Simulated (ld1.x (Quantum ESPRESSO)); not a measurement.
# Nb, TM: configuration errors across variants

niobium, norm-conserving Troullier–Martins (Kleinman–Bylander form), made with ld1.x (Quantum ESPRESSO) 7.5 (PBEsol, non-relativistic). Core [Kr], reference 4d3.5 5s0 5p0 (charge +1.5). Waves: 5p (bound, empty): rc 3.10 bohr; 4d (bound): rc 1.40 bohr; 5s (bound, empty): rc 2.55 bohr. Local part: the s channel. Core correction: a·sin(br)/r model core inside 1.10 bohr.

All-electron excitation energies from the reference (eV): (1) 4d4 5s1 5p0 -12.187; (2) 4d4 5s0 5p0 -5.875; (3) 4d3 5s0 5p0 8.358; (4) 4d4.5 5s0.5 5p0 -11.838; (5) 4d2 5s0 5p0 33.396; (6) 4d3 5s1 5p1 -9.091; (7) 4d4 5s0.5 5p0 -9.685.

The overlap operator is not positive definite (basis up to 400 Ry) in “type PAW; waves now 5s (bound): rcut 2.20, rcutus 2.55 bohr; 5s channel at 2.75 Ry: rcut 2.20, rcutus 2.55 bohr; 5p (bound): rcut 2.70, rcutus 3.10 bohr; 5p channel at -0.25 Ry: rcut 2.70, rcutus 3.10 bohr; 4d (bound): rcut 1.20, rcutus 1.40 bohr; 4d channel at -0.45 Ry: rcut 1.20, rcutus 1.40 bohr; local potential all-electron potential smoothed inside 1.35 bohr (lloc = -1); augmentation PSQ, inside the norm-conserving radii”. Such files are unfit for use, however small their errors in these radial tests.

Tests that are not counted but printed errors over 1 eV. “type PAW; waves now 5s (bound): rcut 2.20, rcutus 2.55 bohr; 5s channel at 2.75 Ry: rcut 2.20, rcutus 2.55 bohr; 5p (bound): rcut 2.70, rcutus 3.10 bohr; 5p channel at -0.25 Ry: rcut 2.70, rcutus 3.10 bohr; 4d (bound): rcut 1.20, rcutus 1.40 bohr; 4d channel at -0.45 Ry: rcut 1.20, rcutus 1.40 bohr; local potential all-electron potential smoothed inside 1.35 bohr (lloc = -1); augmentation PSQ, inside the norm-conserving radii”: 4d4 5s1 5p0 (solver errors, printed error -133 eV); 4d3 5s1 5p1 (solver errors, printed error -7.5 eV).

3 further variants failed, have other tests or another functional or relativity, and are left out.

A true bound ghost makes a file unfit for plane-wave use even where its test errors are small: the radial tests pick states by their node count and pass the ghost by. Where a test does run into it, the solver fails or the error is huge.

Errors AE − PS in meV (a dash: test not solved or not reliable):

```csv
change,(1),(2),(3),(4),(5),(6),(7),bound ghosts
base,-24,-33,-49,-71,-564,-82,-27,none
local potential the p channel,-29,-44,-60,-102,-633,-81,-38,none
wave 5s (bound): rc 2.55 bohr becomes 5s (bound): rc 3.20 bohr,-26,-33,-50,-74,-569,-86,-29,none
"type PAW; waves now 5s (bound): rcut 2.20, rcutus 2.55 bohr; 5s channel at 2.75 Ry: rcut 2.20, rcutus 2.55 bohr; 5p (bound): rcut 2.70, rcutus 3.10 bohr; 5p channel at -0.25 Ry: rcut 2.70, rcutus 3.10 bohr; 4d (bound): rcut 1.20, rcutus 1.40 bohr; 4d channel at -0.45 Ry: rcut 1.20, rcutus 1.40 bohr; local potential all-electron potential smoothed inside 1.35 bohr (lloc = -1); augmentation PSQ, inside the norm-conserving radii",–,-18,-33,–,-446,–,–,"p (s not tested, overlap not positive)"
wave 4d (bound): rc 1.40 bohr becomes 4d (bound): rc 1.38 bohr,-24,-33,-49,-71,-564,-82,-27,none
```

Task: Give the same row for: wave 5p (bound): rc 3.10 bohr becomes 5p (bound): rc 2.06 bohr.

Result: -24, -33, -49, -71, -564, -49, -27; bound ghosts: p.
